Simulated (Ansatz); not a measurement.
A run for Ansatz (an electronic-structure program): U-wB97X-V/def2-TZVPPD on HNaO (SMILES [OH][Na]), a point of a bond scan (R = 1.050 Å). Files ending in .json are basis or fitting sets from the Basis Set Exchange.

Ansatz 0.2 input:
```yaml
crystal:
  periodic: [false, false, false]
  atoms:
    - {symbol: Na, position_ang: [-0.00000000, -0.00000000, -0.91728888]}
    - {symbol: O, position_ang: [0.00000000, 0.00000000, 1.01510457]}
    - {symbol: H, position_ang: [0.00000000, 0.00000000, 2.06476482]}
basis:
  gaussian:
    orbitals: def2-TZVPPD.json
hamiltonian:
  xc: {name: wB97X-V}
magnetization: {spin_polarized: true, initial_magnetization: 0}
```

The log:

```
WARN ansatz: RAYON_NUM_THREADS=1 ignored (pool sized by the plan → 1); use --threads N
Functional definition: wB97X-V
integrals: 0.04 GiB planned
561 factors; their error is unknown
integrals: 0.07 GiB planned
218 factors; integrals over basis functions are off by at most 3.1e-5 eV
mean field: 0.43 GiB planned
mean field evaluation 1: about -6471.8170 eV, gradient 4.5e1 eV
mean field evaluation 2: about -6408.6066 eV, gradient 1.0e2 eV
mean field evaluation 4: about -6478.8431 eV, gradient 2.1e0 eV
mean field evaluation 8: about -6478.8771 eV, gradient 1.4e-1 eV
mean field evaluation 16: about -6478.8955 eV, gradient 8.8e-5 eV
mean field -6478.89549903 eV, -238.0950180362 hartree, gradient 8.8e-5 eV, S^2 0.000000; 0 other end points of the search recorded, 0 dependent functions left out
reference -6478.89549699 eV, -238.0950179611 hartree; 10, 10 occupied and 82, 82 virtual orbitals, 561 factors
Total energy: -6478.89549699 eV, -238.0950179611 hartree
```

The run converged.

Cost: very roughly 4 core-seconds.
